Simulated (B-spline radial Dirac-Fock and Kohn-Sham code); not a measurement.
Two-hole binding energies of Pt²⁺

System: the Pt²⁺ ion, [Xe] 4f14 5d8, inside a Watson sphere of charge -2 and radius 2 Å (a model of the Madelung potential; inside it an electron's potential energy is raised by 14.4 eV).

Input of the calculation (task.json; shells as n, l, electrons):

```json
{"items": [{
  "Z": 78,
  "q": 2,
  "cfg": [[1, 0, 2], [2, 0, 2], [2, 1, 6], [3, 0, 2], [3, 1, 6], [3, 2, 10], [4, 0, 2], [4, 1, 6], [4, 2, 10], [4, 3, 14], [5, 0, 2], [5, 1, 6], [5, 2, 8]],
  "A": 195,
  "rrms": 5.427,
  "watson": [-2, 2.0],
  "do": ["binding", "quiet", "double"]
}]}
```

Command: `python xray_run.py task.json out`

Method: multi-electron Dirac-Fock with separately optimised hole states, Breit and Lamb-shift corrections added in first order. Computed with a radial B-spline solver. U is the two-hole binding energy less the two single-hole energies, the effective repulsion of the holes after relaxation. Each two-hole energy is an average over J within one jj subconfiguration.

| holes | E(a) (eV) | E(b) (eV) | E(ab) (eV) | U (eV) |
| --- | --- | --- | --- | --- |
| 1s⁻¹ 2p1/2⁻¹ | 78406.9 | 13289.9 | 92145.5 | 448.7 |
| 1s⁻¹ 2p3/2⁻¹ | 78406.9 | 11580.5 | 90345.7 | 358.3 |
| 1s⁻¹ 3p3/2⁻¹ | 78406.9 | 2668.0 | ? | ? |
| 2s⁻¹ 2p1/2⁻¹ | 13904.1 | 13289.9 | 27421.4 | 227.5 |
| 2p1/2⁻² | 13289.9 | 13289.9 | 26889.9 | 310.1 |
| 2s⁻¹ 2p3/2⁻¹ | 13904.1 | 11580.5 | 25694.0 | 209.4 |
| 2p1/2⁻¹ 2p3/2⁻¹ | 13289.9 | 11580.5 | 25129.6 | 259.2 |
| 2s⁻¹ 3p1/2⁻¹ | 13904.1 | 3048.1 | 17051.9 | 99.8 |
| 2p1/2⁻¹ 3s⁻¹ | 13289.9 | 3320.9 | 16706.0 | 95.2 |
| 2p1/2⁻¹ 3p3/2⁻¹ | 13289.9 | 2668.0 | 16053.7 | 95.8 |
| 2p3/2⁻¹ 3s⁻¹ | 11580.5 | 3320.9 | 14994.1 | 92.7 |
| 2p3/2⁻¹ 3p1/2⁻¹ | 11580.5 | 3048.1 | 14730.6 | 102.0 |
| 4f5/2⁻² | 89.29 | 89.29 | 205.9 | 27.3 |
| 5p1/2⁻¹ 5p3/2⁻¹ | 84.02 | 69.07 | 169.6 | 16.5 |

Task: Give the missing two-hole energy and U.

Result: E(ab) = 81186.3 eV and U = 111.4 eV.
